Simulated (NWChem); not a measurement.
Species: AlH3Se; SMILES [SeH][AlH2]

Results from NWChem. Structure relaxed at the PBE0/def2-SVP level.

Diagonal of the polarisability tensor at PBE/def2-SVPD, static: 57.75, 77.97, 54.28 bohr³.

Q: Find the mean polarisability volume, the molar refraction, and the refractive index that an ideal gas of it would have at 273.15 K and 1 atm.

A: 
1. Mean: one third of the trace = 63.33 bohr³ × 0.14818 Å³/bohr³ = 9.39 Å³.
2. Molar refraction (Lorentz-Lorenz): (4π/3) N_A α = 23.7 cm³/mol.
3. Number density p/kT = 2.687 × 10⁻⁵ Å⁻³; n − 1 = 2π N α = 15.84 × 10⁻⁴.
4. These hold the electronic response alone: vibrational and orientational terms add to the static dielectric constant.
